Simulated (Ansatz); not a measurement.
`[Cl][GeH2][GeH3]` + HCl → `[Cl][GeH2][Cl]` + GeH₄ at 500 K and 1 bar (cleavage of the Ge–Ge bond).

Gas-phase electronic energies from Ansatz, PBE0-D4/def2-TZVP geometries. CBS: MP2 limit from def2 TZ/QZ plus the TZ coupled-cluster correction, frozen cores. This one scheme is used for every species. For Ge outer-core shells are correlated without core-valence functions, which leaves a few kJ/mol of doubt a bond. Scalar relativity is left out up to krypton.

```json
{"species": "`[Cl][GeH2][GeH3]`", "CCSD(T)/CBS energy (Eh)": "-4615.04400", "H − E (kJ/mol)": "148.1", "S (J/(mol·K))": "406.9"}
{"species": "HCl", "CCSD(T)/CBS energy (Eh)": "-460.38127", "H − E (kJ/mol)": "32.5", "S (J/(mol·K))": "201.9"}
{"species": "`[Cl][GeH2][Cl]`", "CCSD(T)/CBS energy (Eh)": "-2996.94498", "H − E (kJ/mol)": "78.7", "S (J/(mol·K))": "339.3"}
{"species": "GeH₄", "CCSD(T)/CBS energy (Eh)": "-2078.49493", "H − E (kJ/mol)": "99.4", "S (J/(mol·K))": "244.6"}
```

H − E and S are ideal-gas, rigid-rotor, harmonic terms from PBE0-D4/def2-TZVP. 1 Eh = 2625.50 kJ/mol, R = 8.31446 J/(mol·K).

**Question.** By hand: ΔE, ΔH, ΔS and ΔG.

**Answer.** ΔE = (-2996.94498) + (-2078.49493) − (-4615.04400) − (-460.38127) = -0.01464 Eh = -38.4 kJ/mol. Δ(H − E) = 78.7 + 99.4 − 148.1 − 32.5 = -2.5, so ΔH = -40.9 kJ/mol. ΔS = 339.3 + 244.6 − 406.9 − 201.9 = -24.9 J/(mol·K). ΔG = -40.9 − 500 × (-24.9)/1000 = -28.4 kJ/mol.

**Question.** By hand: the equilibrium constant, and the temperature at which ΔG would vanish if ΔH and ΔS stayed fixed.

**Answer.** log₁₀ K = −ΔG/(RT ln 10) = 3.0. ΔG = 0 at ΔH/ΔS = 1643 K.

ΔH outweighs TΔS. A doubt of 5 kJ/mol in ΔE shifts log₁₀ K by 0.5 here. These are equilibria of isolated gas molecules and say nothing of rates. Largest T1 diagnostic: 0.012 (customary marks: 0.02 for closed shells, 0.045 for open ones).
